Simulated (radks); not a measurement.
Q: The mean radii <r> (bohr) of the occupied orbitals of an atom or ion are listed with their occupations. All-electron calculation, Dirac Kohn-Sham, PBE, spin-unpolarised, spherical densities, finite nucleus; Fermi nuclear charge, rms radius of each element as measured or else 0.836 A^(1/3) + 0.57 fm. Program: a radial shooting solver on a logarithmic mesh with Libxc functionals.

| orbital | occ. | <r> |
|---|---|---|
| 1s1/2 | 2 | 0.01774 |
| 2s1/2 | 2 | 0.07427 |
| 2p1/2 | 2 | 0.06130 |
| 2p3/2 | 4 | 0.06950 |
| 3s1/2 | 2 | 0.1934 |
| 3p1/2 | 2 | 0.1835 |
| 3p3/2 | 4 | 0.1986 |
| 3d3/2 | 4 | 0.1734 |
| 3d5/2 | 6 | 0.1781 |
| 4s1/2 | 2 | 0.4317 |
| 4p1/2 | 2 | 0.4357 |
| 4p3/2 | 4 | 0.4692 |
| 4d3/2 | 4 | 0.4824 |
| 4d5/2 | 6 | 0.4938 |
| 5s1/2 | 2 | 1.008 |
| 5p1/2 | 2 | 1.101 |
| 4f5/2 | 6 | 0.5526 |
| 4f7/2 | 8 | 0.5608 |
| 5p3/2 | 4 | 1.200 |
| 5d3/2 | 4 | 1.672 |
| 5d5/2 | 2 | 1.728 |

Name the element and its charge. Open shells, if any, fill j = l - 1/2 first.

A: Z = 76, osmium, charge +2: Os2+ in [Xe] 4f14 5d6. The 1s radius gives Z: for a bare nucleus <r> = (2 gamma + 1)/(2Z) with gamma = sqrt(1 - (Z/c)^2), 0.01753 bohr for Z = 76, and screening makes it slightly larger (0.01774 here). The occupations add up to 74, and the charge is Z minus that.
